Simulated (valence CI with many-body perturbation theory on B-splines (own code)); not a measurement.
# Energy levels of Lu I

Calculated by relativistic CI+MBPT: three valence electrons over a frozen Dirac-Fock core [Xe] 4f14, radial functions for each j: 7 s, 7 p, 8 d, 6 f, 4 g, 1 h, with the one-electron correlation potential Σ1 (screened to all orders), the two-electron term Σ2, the three-electron term Σ3, Breit, model QED; selected single and double excitations, second order for the rest, scaled by the run's own slope (own B-spline code, finite nucleus).

Set against measurement, 30 paired levels are off by 555 cm⁻¹ on average, the worst by 992. These come from a selection out of the NIST Handbook of Basic Atomic Spectroscopic Data. Levels without a partner in it may be off by more, other configurations by 1,000 to 4,000 cm⁻¹. 1 measured level below the end of the list, from 25861 cm⁻¹ on, found no clear computed partner, and computed levels of the same name lie up to 3707 cm⁻¹ from them.

Levels 1 to 33 of 33, with energies above the lowest level, 5d6s² ²D_3/2. "Leading %" is the weight of the configuration and term that name the level; weights of strongly mixed levels are sums over their largest components and can fall short, so below about 35 % the name and the second component can differ from the true leading terms, or belong to a minority configuration. In the jj column 3d3/2^4 stands for four electrons in 3d with j = 3/2. Lifetimes count E1, E2, E3, M1 and M2 decay at the calculated energies, and are blank where another channel may lead or the interval is too uncertain; long ones can be off by a factor of two.

| No. | Configuration | Term | J | E (cm⁻¹) | Leading % | Leading jj | g | Lifetime |
| --- | --- | --- | --- | --- | --- | --- | --- | --- |
| 1 | 5d6s² | ²D | 3/2 | 0.0 | 90 | 5d3/2 6s^2 (90 %) | 0.799 |  |
| 2 | 5d6s² | ²D | 5/2 | 1895 | 90 | 5d5/2 6s^2 (90 %) | 1.200 | 13.6 s |
| 3 | 6s²6p | ²P° | 1/2 | 4416 | 84 | 6s^2 6p1/2 (84 %) | 0.665 | 4.16 μs |
| 4 | 6s²6p | ²P° | 3/2 | 7772 | 83 | 6s^2 6p3/2 (83 %) | 1.334 | 1.27 μs |
| 5 | 5d6s6p | ⁴F° | 3/2 | 17030 | 86 | 5d3/2 6s 6p1/2 (91 %) | 0.451 | 577 ns |
| 6 | 5d²6s | ⁴F | 3/2 | 18015 | 96 | 5d3/2^2 6s (78 %) | 0.409 |  |
| 7 | 5d6s6p | ⁴F° | 5/2 | 18091 | 81 | 5d3/2 6s 6p1/2 (60 %) | 1.058 | 471 ns |
| 8 | 5d²6s | ⁴F | 5/2 | 18529 | 95 | 5d3/2 5d5/2 6s (52 %) | 1.030 |  |
| 9 | 5d²6s | ⁴F | 7/2 | 19312 | 97 | 5d3/2 5d5/2 6s (85 %) | 1.237 |  |
| 10 | 5d6s6p | ⁴F° | 7/2 | 19985 | 93 | 5d5/2 6s 6p1/2 (45 %) | 1.244 | 3.16 μs |
| 11 | 5d²6s | ⁴F | 9/2 | 20250 | 97 | 5d5/2^2 6s (71 %) | 1.332 |  |
| 12 | 5d6s6p | ⁴D° | 1/2 | 20332 | 92 | 5d3/2 6s 6p1/2 (57 %) | 0.035 | 1.16 μs |
| 13 | 5d6s6p | ⁴D° | 3/2 | 20754 | 81 | 5d3/2 6s 6p3/2 (44 %) | 1.160 | 2.57 μs |
| 14 | 5d²6s | ⁴P | 1/2 | 20915 | 67 | 5d3/2^2 6s (42 %) | 2.629 | 25.5 μs |
| 15 | 5d6s6p | ²D° | 5/2 | 20992 | 67 | 5d3/2 6s 6p3/2 (46 %) | 1.216 | 82.7 ns |
| 16 | 5d6s6p | ²D° | 3/2 | 21613 | 72 | 5d5/2 6s 6p1/2 (43 %) | 0.858 | 48.1 ns |
| 17 | 5d6s6p | ⁴D° | 5/2 | 21714 | 84 | 5d5/2 6s 6p1/2 (50 %) | 1.380 | 1.19 μs |
| 18 | 5d²6s | ⁴P | 3/2 | 21831 | 73 | 5d3/2 5d5/2 6s (74 %) | 1.699 | 6.59 μs |
| 19 | 5d6s6p | ⁴F° | 9/2 | 22129 | 97 | 5d5/2 6s 6p3/2 (97 %) | 1.334 |  |
| 20 | 5d²6s | ⁴P | 5/2 | 22153 | 53 | 5d3/2 5d5/2 6s (58 %) | 1.457 | 1.58 μs |
| 21 | 5d6s6p | ⁴D° | 7/2 | 22997 | 89 | 5d5/2 6s 6p3/2 (56 %) | 1.417 | 3.19 μs |
| 22 | 5d6s6p | ⁴P° | 1/2 | 23726 | 93 | 5d3/2 6s 6p3/2 (87 %) | 2.625 | 6.23 μs |
| 23 | 5d²6s | ²D | 3/2 | 23849 | 75 | 5d3/2 5d5/2 6s (35 %) | 0.840 | 197 ns |
| 24 | 5d²6s | ²F | 5/2 | 23871 | 49 | 5d3/2 5d5/2 6s (42 %) | 1.088 | 2.41 μs |
| 25 | 5d6s6p | ⁴P° | 3/2 | 23898 | 84 | 5d3/2 6s 6p3/2 (56 %) | 1.663 | 2.02 μs |
| 26 | 6s²7s | ²S | 1/2 | 24507 | 80 | 6s^2 7s (80 %) | 2.011 | 13.2 ns |
| 27 | 5d6s6p | ⁴P° | 5/2 | 24692 | 76 | 5d5/2 6s 6p3/2 (65 %) | 1.524 | 358 ns |
| 28 | 5d²6s | ²D | 5/2 | 25002 | 40 | 5d5/2^2 6s (59 %) | 1.112 | 715 ns |
| 29 | 5d²6s | ²F | 7/2 | 25629 | 71 | 5d3/2 5d5/2 6s (63 %) | 1.098 | 6.62 μs |
| 30 | 5d²6s | ²G | 9/2 | 26970 | 91 | 5d3/2 5d5/2 6s (66 %) | 1.113 |  |
| 31 | 5d²6s | ²G | 7/2 | 27190 | 74 | 5d5/2^2 6s (52 %) | 0.935 | 48.5 μs |
| 32 | 5d6s6p | ²F° | 5/2 | 27516 | 74 | 5d5/2 6s 6p1/2 (41 %) | 0.883 | 12.1 ns |
| 33 | 5d²6s | ²P | 1/2 | 28015 | 71 | 5d3/2 5d5/2 6s (57 %) | 0.836 | 58.5 ns |

Names give the largest LS component (configuration and term), which can be under half, so a name can repeat, a term be missing and a line seem to break the LS rules; names also repeat where a configuration has a term twice.

The ionisation energy to 6s² ¹S0 of the next ion comes out as 5.4705 eV (NIST: 5.42587 eV (measured), further off than twice its uncertainty). All 33 levels together are meant to be complete up to 28297 cm⁻¹.
